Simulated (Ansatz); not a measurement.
Cartesian coordinates in Å:
```
N 0.211 -1.566 -0.767
Ti -0.427 -0.011 0.052
N 0.465 0.156 1.687
N 0.101 1.430 -1.014
Br -2.808 -0.075 0.342
H -0.094 -2.492 -0.495
H 0.781 -1.611 -1.599
H 0.171 0.807 2.404
H 1.193 -0.450 2.034
H -0.374 1.677 -1.873
H 0.782 2.134 -0.771
```

Charge 0, multiplicity 1.

Task: List the B3LYP/def2-TZVPP orbital energies in eV (the Gaussian-basis code of Ansatz). (Estimate.)

Result: Computed: Occupied: -13138.16, -4868.05, -1699.81, -1531.48, -1531.47, -1531.47, -542.29, -452.80, -452.79, -452.79, -389.09, -389.09, -389.09, -235.58, -176.36, -176.30, -176.30, -70.67, -70.64, -70.64, -70.60, -70.60, -65.16, -41.02, -41.02, -40.98, -22.64, -22.44, -22.44, -19.88, -13.34, -13.34, -13.18, -10.58, -10.46, -10.46, -8.67, -8.04, -8.04, -7.39, -7.30, -7.30. Lowest empty: -1.69, -1.69, -1.00, -0.47, -0.47, -0.21, 1.19, 1.19.

B3LYP here is the variant with VWN-RPA as its local correlation; programs differ in this.
